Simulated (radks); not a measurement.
Fractional charge and spin in the 5s shell of erbium: the spin-up occupation runs from 0 to 1 and the spin-down occupation from 0 to 1; the fullest corner is Er3+, [Kr] 4d10 4f(up 5.5, down 5.5) 5p6 5s(up 1, down 1). Calculated with a radial shooting solver on a logarithmic mesh with Libxc functionals: scalar-relativistic Kohn-Sham, BLYP, spin-polarised, spherical densities, point nucleus. Energy (eV) minus the two flat planes that join the four corners (they meet along the diagonal where the two added fractions sum to one electron); zero is where a piecewise linear energy would lie.

| down \ up | 0 | 0.25 | 0.5 | 0.75 | 1 |
|---|---|---|---|---|---|
| 0 | 0.000 | -1.540 | -2.048 | -1.532 | 0.000 |
| 0.25 | -1.540 | -1.984 | -1.406 | 0.186 | -1.475 |
| 0.5 | -2.048 | -1.406 | 0.248 | -1.353 | -1.960 |
| 0.75 | -1.532 | 0.186 | -1.353 | -1.900 | -1.465 |
| 1 | 0.000 | -1.475 | -1.960 | -1.465 | 0.000 |

Corners above the fullest one (they belong to Er4+ and the next ion): (up 1, down 0) 89.561 eV, (up 0, down 1) 89.561 eV, (up 0, down 0) 196.15 eV. With half an added electron in each spin the energy lies 0.248 eV from the planes, and with half an added electron in spin up alone -2.048 eV. The planes are only a guide here: the flat-plane condition holds for ground states with one frontier orbital, while this shell lies below other occupied shells, so the corners above the fullest one are inner-hole states and not the ground states of those ions.
